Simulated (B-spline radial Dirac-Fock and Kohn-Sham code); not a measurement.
**Relativistic shifts of the levels of Co¹³⁺**

System: Co¹³⁺, configuration [Ne] 3s2 3p2.

Both columns are ΔSCF binding energies of the configuration average from a radial finite-basis atomic code: non-relativistic Hartree-Fock with a point nucleus, and Dirac-Fock with a finite nucleus and the Coulomb interaction alone, averaged over the two j levels with weights 2j+1.

```
shell  Hartree-Fock (eV)  Dirac-Fock (eV)  shift (eV)  shift (%)
   1s             8084.2           8161.5      +77.34      +0.96
   2s             1337.6           1354.6      +16.96      +1.27
   2p             1208.1           1211.6       +3.49      +0.29
   3s              439.4            443.3       +3.88      +0.88
   3p              404.5            405.6       +1.12      +0.28
```

Relativity binds 1s, 2s, 2p, 3s, 3p more strongly, among those listed most of all 2s in relative terms.

Values without a named source are computed, but for edge energies of neutral atoms, which are taken from tables.
